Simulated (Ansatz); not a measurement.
Geometry optimisation, RKS PBE-D4/STO-3G in Ansatz.

Input file:

```yaml
crystal:
  periodic: [false, false, false]
  atoms:
    - { symbol: Si, position_ang: [0.0, 0.0, 0.0] }
    - { symbol: O, position_ang: [0.0, 0.0, 1.68] }
    - { symbol: Si, position_ang: [-1.3147, -0.4067, 2.6436] }
    - { symbol: H, position_ang: [-2.239, -1.2403, 1.8804] }
    - { symbol: H, position_ang: [-0.8506, -1.1432, 3.8157] }
    - { symbol: H, position_ang: [-1.9987, 0.8095, 3.0733] }
    - { symbol: O, position_ang: [1.5842, 0.0, -0.5594] }
    - { symbol: C, position_ang: [2.3503, -1.1632, -0.836] }
    - { symbol: H, position_ang: [1.7187, -1.9052, -1.3675] }
    - { symbol: H, position_ang: [3.2179, -0.8926, -1.4733] }
    - { symbol: H, position_ang: [2.7141, -1.6023, 0.1163] }
    - { symbol: C, position_ang: [-0.8808, 1.5259, -0.6227] }
    - { symbol: H, position_ang: [-1.9334, 1.2723, -0.8671] }
    - { symbol: H, position_ang: [-0.8624, 2.3106, 0.1622] }
    - { symbol: H, position_ang: [-0.3704, 1.9025, -1.5336] }
    - { symbol: C, position_ang: [-0.8808, -1.5259, -0.6227] }
    - { symbol: H, position_ang: [-1.3804, -2.0377, 0.2261] }
    - { symbol: H, position_ang: [-1.6409, -1.2332, -1.3768] }
    - { symbol: H, position_ang: [-0.1449, -2.2146, -1.0879] }
basis:
  gaussian: { orbitals: STO-3G }
hamiltonian:
  xc: pbe
  dispersion: d4
relax:
  f_tol: 0.02
  max_steps: 40
output:
  orbitals: {}
```

Run as:

```bash
$ ansatz run input.yaml --threads 1 --pin off --max-ram 2048MiB --backend cpu --events-out ev --progress --plain --runs-dir out
```

**Question.** Where does it end, and by what steps?

**Answer.** The forces met the threshold. The force dipped under the threshold on the way, but the program's further checks kept it going. Limits of this set-up: minimal basis. After 27 steps the energy has fallen by 0.581 eV; H19 moved furthest, 1.37 Å.

```tsv
step	energy less start (eV)	largest force component (eV/Å)	accepted
0	0.0000	2.612	yes
1	-0.3466	0.740	yes
2	-0.4276	0.486	yes
3	-0.4867	0.511	yes
4	-0.5178	0.544	yes
5	-0.5391	0.359	yes
6	-0.5482	0.149	yes
7	-0.5338	0.387	no
8	-0.5383	0.387	no
9	-0.5548	0.071	yes
10	-0.5570	0.069	yes
11	-0.5586	0.085	yes
12	-0.5600	0.119	yes
13	-0.5619	0.130	yes
14	-0.5638	0.201	yes
15	-0.5667	0.178	yes
16	-0.5690	0.249	yes
17	-0.5724	0.174	yes
18	-0.5761	0.030	yes
19	-0.5000	1.168	no
20	-0.5769	0.019	yes
21	-0.5782	0.147	yes
22	-0.5793	0.054	yes
23	-0.5799	0.003	yes
24	-0.5803	0.073	yes
25	-0.5806	0.021	yes
26	-0.5807	0.012	yes
27	-0.5808	0.007	yes
```

```xyz
19
Properties=species:S:1:pos:R:3
Si -0.039 -0.094 -0.126
O 0.207 -0.340 1.550
Si -1.202 -0.411 2.520
H -2.101 -1.504 2.143
H -0.741 -0.630 3.883
H -1.982 0.828 2.477
O 1.555 0.053 -0.782
C 2.325 -1.167 -0.509
H 1.934 -2.073 -1.041
H 3.363 -0.991 -0.874
H 2.391 -1.423 0.580
C -0.866 1.546 -0.549
H -1.925 1.560 -0.241
H -0.360 2.392 -0.056
H -0.832 1.722 -1.637
C -1.006 -1.530 -0.896
H -0.652 -2.508 -0.532
H -2.081 -1.455 -0.664
H -0.902 -1.520 -1.994
```

Run time: 2.8 min on 1 thread of Arm Neoverse V1, on a shared host, peak memory 0.15 GiB.
